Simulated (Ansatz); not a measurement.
Job for Ansatz (a first-principles code): R-RI-MP2/cc-pVTZ on C4H10O (SMILES CC(C)CO). Files ending in .json are basis or fitting sets from the Basis Set Exchange.

Ansatz 0.2 input:
```yaml
crystal:
  periodic: [false, false, false]
  atoms:
    - {symbol: C, position_ang: [-1.61021639, 0.24900646, 0.28613658]}
    - {symbol: C, position_ang: [-0.15218786, -0.15379821, 0.50499454]}
    - {symbol: C, position_ang: [0.25080423, -1.29619025, -0.42659493]}
    - {symbol: C, position_ang: [0.75362628, 1.06445814, 0.32741929]}
    - {symbol: O, position_ang: [2.12128184, 0.81807556, 0.63379040]}
    - {symbol: H, position_ang: [-1.90952859, 1.04945337, 0.96609258]}
    - {symbol: H, position_ang: [-2.27950966, -0.59720577, 0.45033300]}
    - {symbol: H, position_ang: [-1.76889475, 0.60225343, -0.73665114]}
    - {symbol: H, position_ang: [-0.03308109, -0.49379227, 1.53925609]}
    - {symbol: H, position_ang: [0.18404417, -0.98581454, -1.47397321]}
    - {symbol: H, position_ang: [1.27063658, -1.63616785, -0.23433019]}
    - {symbol: H, position_ang: [-0.40477829, -2.15885032, -0.29529611]}
    - {symbol: H, position_ang: [0.64919669, 1.45158718, -0.69613822]}
    - {symbol: H, position_ang: [0.44218972, 1.85712710, 1.00967141]}
    - {symbol: H, position_ang: [2.48641710, 0.22985799, -0.03458860]}
basis:
  gaussian:
    orbitals: cc-pVTZ
    fitting: {mean_field: def2-universal-JKFIT, correlation: cc-pVTZ-RIFIT.json}
magnetization: {spin_polarized: false}
correlation: {method: mp2, electrons: outside_noble_gas}
scf: {lower_state_search: off}
```

Program output:

```
WARN ansatz: RAYON_NUM_THREADS=1 ignored (pool sized by the plan → 1); use --threads N
Functional definition: HF
these checks for a lower state are left out or cut short: stability, starts, cluster_reference, orbital_swaps, neighbouring_geometries, increment
integrals: 0.36 GiB planned
557 factors; integrals over basis functions are off by at most 9.4e-1 eV
mean field: 0.59 GiB planned
mean field evaluation 1: about -6315.3297 eV, gradient 4.1e1 eV
mean field evaluation 2: about -6318.7889 eV, gradient 1.9e1 eV
mean field evaluation 4: about -6319.5002 eV, gradient 1.1e0 eV
mean field -6319.50341725 eV, -232.2374670707 hartree, gradient 1.0e-6 eV, S^2 0.000000; 0 other end points of the search recorded, 0 dependent functions left out
5 core orbitals not correlated
705 factors; their error is unknown
reference -6319.50341725 eV, -232.2374670707 hartree; 16, 16 occupied and 269, 269 virtual orbitals, 705 factors
second order -25.94078415 eV of doubles, -0.00000000 eV of singles
Total energy: -6345.44420140 eV, -233.1907733048 hartree
Checks for a lower state left out: stability, starts, cluster_reference, orbital_swaps, neighbouring_geometries, increment
```

The calculation finished and met its thresholds.

Cost: roughly 2.9 core-seconds.
